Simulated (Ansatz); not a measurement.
`F[SiH][SiH2]F` radical, relaxed with UKS PBE0-D4/def2-TZVP in the Gaussian-basis code of Ansatz from a PBE-D4/def2-SVP geometry. The force threshold is 0.005 eV/Å; the program also tests the step.

Total charge 0; spin multiplicity 2.

Start:

```xyz
7

F    -0.215    2.410    0.321
Si   -0.076    1.191   -0.786
Si   -0.206   -0.871    0.363
F    -0.195   -2.029   -0.805
H     1.232    1.390   -1.520
H     0.953   -1.134    1.290
H    -1.492   -0.957    1.137
```

```tsv
step	energy (eV)	largest force (eV/Å)	largest move (Å)
1	-21230.6899	0.884	0.000
2	-21230.7339	0.562	0.027
3	-21230.7518	0.091	0.048
4	-21230.7538	0.079	0.082
5 (rejected)	-21230.7532	0.055	0.027
6	-21230.7542	0.084	0.010
7	-21230.7545	0.008	0.006
8	-21230.7545	0.006	0.004
9	-21230.7545	0.002	0.001
```

End:

```xyz
7

F    -0.292    2.375    0.257
Si   -0.043    1.175   -0.787
Si   -0.193   -0.876    0.357
F    -0.257   -2.022   -0.765
H     1.267    1.440   -1.451
H     0.965   -1.179    1.238
H    -1.446   -0.912    1.151
```

Hardware: 4 threads of an AMD EPYC 9R45 on a shared host. Wall time 8.5 s, peak host memory 0.43 GiB.
